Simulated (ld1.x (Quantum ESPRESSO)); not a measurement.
**Cu: one change to a PAW potential, before and after**

* Element: copper
* Generator: ld1.x (Quantum ESPRESSO) 7.5
* Type: PAW
* Functional: PBEsol
* Relativity: scalar-relativistic
* Frozen core: [Ar]
* Valence charge: 11
* Reference configuration: 3d10 4s1 4p0
* Partial waves: 4s (bound): rcut 1.90, rcutus 2.45 bohr; 4s channel at 1.8 Ry: rcut 1.90, rcutus 2.45 bohr; 4p (bound, empty): rcut 2.95, rcutus 3.10 bohr; 4p channel at 0.4 Ry: rcut 2.95, rcutus 3.10 bohr; 3d (bound): rcut 1.20, rcutus 1.65 bohr; 3d channel at 4.6 Ry: rcut 1.20, rcutus 1.65 bohr
* Local potential: all-electron potential smoothed inside 2.80 bohr (lloc = -1)
* Core correction: a·sin(br)/r model core inside 1.30 bohr
* Augmentation charge: PSQ, inside the norm-conserving radii

Change: waves 4s (bound): rcut 1.76, rcutus 1.86 bohr; 4s channel at 1.8 Ry: rcut 1.76, rcutus 1.86 bohr.

Cutoffs: the cutoffs (Ry, on a coarse ladder) from which the occupation-weighted sum of valence levels, in a spherical-Bessel basis at the reference potential, stays within 10 and 1 mRy of its value at 400 Ry; they do not see the model core or the augmentation charge, which bear on the density cutoff. Errors are all-electron minus pseudo energies relative to the spin-unpolarised reference configuration.

Problem. What does the change do?

Solution. The potential gets neither clearly harder nor softer (40 Ry and 70 Ry → 40 Ry and 70 Ry); the errors of the 7 common tests hardly move; neither file shows a bound ghost.

| quantity | base | changed |
| --- | --- | --- |
| cutoff, loose | 40 Ry | 40 Ry |
| cutoff, tight | 70 Ry | 70 Ry |
| bound ghosts | none | none |
| error for 3d10 4s0 4p0, meV [ΔE 8.10 eV] | -16 | -16 |
| error for 3d9 4s0 4p0, meV [ΔE 29.42 eV] | -171 | -172 |
| error for 3d8 4s0 4p0, meV [ΔE 68.41 eV] | -640 | -641 |
| error for 3d9 4s1 4p0, meV [ΔE 11.61 eV] | -95 | -93 |
| error for 3d10 4s0 4p1, meV [ΔE 4.17 eV] | -6.1 | -6.2 |
| error for 3d9 4s1 4p1, meV [ΔE 6.86 eV] | -85 | -81 |
| error for 3d7 4s0 4p0, meV [ΔE 128.08 eV] | -1808 | -1809 |
| s: phases at 3.37 bohr within 0.05 rad from the reference energy up to (Ry; the scan ends near 5) | to the end of the scan | 5.0 |
| p: phases at 3.37 bohr within 0.05 rad from the reference energy up to (Ry; the scan ends near 5) | 2.4 | 2.4 |
| d: phases at 3.37 bohr within 0.05 rad from the reference energy up to (Ry; the scan ends near 5) | 0.4 | 0.4 |
| lowest overlap eigenvalue by channel | s 0.47, p 0.79, d 0.94 | s 0.69, p 0.79, d 0.94 |
